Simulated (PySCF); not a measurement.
## Choosing a basis for TDDFT

Species: C₂H₄BrClSi.
Z-matrix (Å and degrees, PBE0-D3(BJ)/def2-SVP geometry), rows numbered from 1:
```
Cl
C   1  1.7639
Br  2  1.9287  1  113.04
C   2  1.5264  1  115.35  3  -135.51
Si  4  1.8735  2   65.96  1  -112.95
H   4  1.0954  2  116.01  5  -112.48
H   4  1.0959  2  114.90  5   112.46
H   5  1.4813  2  118.44  4   104.92
H   5  1.4816  2  117.91  4  -104.83
```

TDDFT with PBE0 (PySCF), vertical singlets, core orbitals frozen in the response, spherical d and f functions. Isolated species at its PBE0-D3(BJ)/def2-SVP geometry, gas phase. The PBE0/6-31G* calculation is non-relativistic and has no spin–orbit coupling, an omission that weighs most on bromine.

```csv
basis,functions,diffuse,S1 (eV),S2 (eV),S3 (eV),S4 (eV),S5 (eV),LUMO (eV),α (au)
6-31G*,104,no,4.95,5.70,5.80,6.07,6.27,-0.81,69.2
def2-SVP,116,no,5.07,5.75,5.91,6.20,6.32,-0.63,70.1
def2-SVPD,164,yes,4.89,5.53,5.72,5.99,6.04,-1.03,87.6
aug-cc-pVDZ,172,yes,4.83,5.50,5.68,5.87,5.98,-1.08,88.1
def2-TZVP,208,no,4.87,5.52,5.72,5.95,6.03,-0.97,81.7
def2-TZVPD,256,yes,4.80,5.42,5.65,5.82,5.94,-1.09,89.2
```

**Question.** How much do these states and the polarisability depend on the basis?

**Answer.** States are compared by their number. Against the largest diffuse basis here (def2-TZVPD, itself not a converged limit), sets without diffuse functions differ by up to 0.27 eV in S1 and 0.38 eV in S5; the smaller diffuse sets differ by up to 0.09 and 0.11 eV. State by state, the largest deviation of a set without diffuse functions is S1 0.27, S2 0.33, S3 0.27, S4 0.38, S5 0.38 eV. The same number needn't mean the same state in each row. Against def2-TZVPD the polarisability deviates by -22% in 6-31G*, -21% in def2-SVP, -2% in def2-SVPD, -1% in aug-cc-pVDZ, -8% in def2-TZVP.
